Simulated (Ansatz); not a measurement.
The same path of C$_{2}$H$_{5}$NSi (9 atoms, charge 0, multiplicity 1) was run 3 times with different band settings.

The calculation used RKS B3LYP/6-31G (Ansatz 0.2.0).

Relaxed end points:

```xyz
9
Properties=species:S:1:pos:R:3
C -1.267 0.723 -0.556
Si -0.042 -0.777 -0.845
C 1.036 -0.748 0.687
N 1.598 -1.130 1.681
H -1.836 0.575 0.368
H -1.979 0.735 -1.388
H -0.759 1.690 -0.516
H 1.016 -0.273 -1.821
H 2.233 -0.794 2.390
```

```xyz
9
Properties=species:S:1:pos:R:3
C -1.309 0.648 -0.606
Si 0.037 -0.764 -0.755
C 1.140 -0.492 0.739
N 1.797 -0.591 1.740
H -1.862 0.552 0.334
H -2.022 0.519 -1.428
H -0.879 1.651 -0.670
H 1.022 -0.283 -1.816
H 2.077 -1.238 2.462
```

Common settings: movable images 5; climbing image yes; spring 5.0 eV/Å²; optimiser quadratic models (default); iteration limit 60; end points relaxed.

| run | start path | force threshold |
| --- | --- | --- |
| 1 | IDPP | 0.05 eV/Å |
| 2 | IDPP | 0.5 eV/Å |
| 3 | straight line | 0.05 eV/Å |

Problem. What does each run give, and how far can it be trusted?

Solution. Run 1: converged after 22 iterations, highest image 0.014 eV above the first end. A vibrational analysis at the climbing image gives one clearly imaginary mode, 260i cm⁻¹: a first-order saddle point.
Run 2: converged after 3 iterations, highest image 0.020 eV above the first end. The threshold of 0.5 eV/Å is loose, so the images may lie well off the minimum-energy path. The order of the stationary point at the top wasn't checked.
Run 3: converged after 17 iterations, highest image 0.014 eV above the first end. Another band between the same ends (5 images) ends at a top of the same energy, where a vibrational analysis finds 1 clearly imaginary mode.
Limits of this set-up: no polarisation functions.
